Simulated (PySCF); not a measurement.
## Splitting trees

Structure with atom numbers: `[CH2:1]=[C:2]([C:3]#[C:4][CH3:5])[B:6]([OH:7])[OH:8]`. Each H is labelled by its parent atom. Ha(C1) is cis to C3; Hb(C1) is trans to C3.

PySCF calculation with structure optimised with PBE0-D3(BJ)/def2-SVP, PBE0/pcSseg-1 with gauge-including orbitals and B3LYP/pcJ-1 coupling constants (spin–dipole term only in couplings to heteroatoms); fast rotation and ring inversion assumed for equivalent nuclei, non-relativistic, no solvent, one computed conformer.

Shifts are taken against calculated references (same method and geometry level): ¹H (σ = 31.27 ppm) and ¹³C (σ = 184.41 ppm) against TMS.

Spectrometer: 400 MHz for ¹H. First-order analysis; couplings under 1 Hz (under 4 Hz in carbon signals) are ignored, and nearly equal couplings are merged; the smaller ones broaden or split the lines further.

(1) What pattern does Hb(C1) show (¹H)?

(2) What pattern does C5 show in the proton-coupled ¹³C spectrum?

(3) What pattern does H(C5) show (¹H)?

(4) What pattern does C2 show in the proton-coupled ¹³C spectrum?

## Answers

(1) A doublet of quartets at δ 5.80: 2.8 Hz to Ha(C1) (1 × ¹H, 2 bonds away), 1.2 Hz to H(C5) (3 × ¹H, 6 bonds away). Lines in Hz from the centre (relative intensity): +3.2 (1), +2.0 (3), +0.8 (3), +0.4 (1), -0.4 (1), -0.8 (3), -2.0 (3), -3.2 (1). The outer lines are 6.4 Hz apart, the sum of the couplings kept, or 0.016 ppm at this field.

(2) A quartet at δ 6.0: 137.9 Hz to H(C5) (3 × ¹H, 1 bond away). Lines in Hz from the centre (relative intensity): +206.8 (1), +69.0 (3), -69.0 (3), -206.8 (1). The outer lines are 413.7 Hz apart, the sum of the couplings kept, or 4.113 ppm at this field.

(3) A triplet at δ 2.10: 1.3 Hz to Ha(C1) and Hb(C1) (2 × ¹H, 6 bonds away). Lines in Hz from the centre (relative intensity): +1.3 (1), +0.0 (2), -1.3 (1). The outer lines are 2.6 Hz apart, the sum of the couplings kept, or 0.007 ppm at this field.

(4) A triplet at δ 138.3: 4.1 Hz to Hb(C1) and Ha(C1) (2 × ¹H, 2 bonds away). Lines in Hz from the centre (relative intensity): +4.1 (1), +0.0 (2), -4.1 (1). The outer lines are 8.2 Hz apart, the sum of the couplings kept, or 0.082 ppm at this field.

OH and NH positions are those of a molecule without intermolecular hydrogen bonds; in solution they move with solvent, concentration and temperature, and exchange usually removes their couplings.
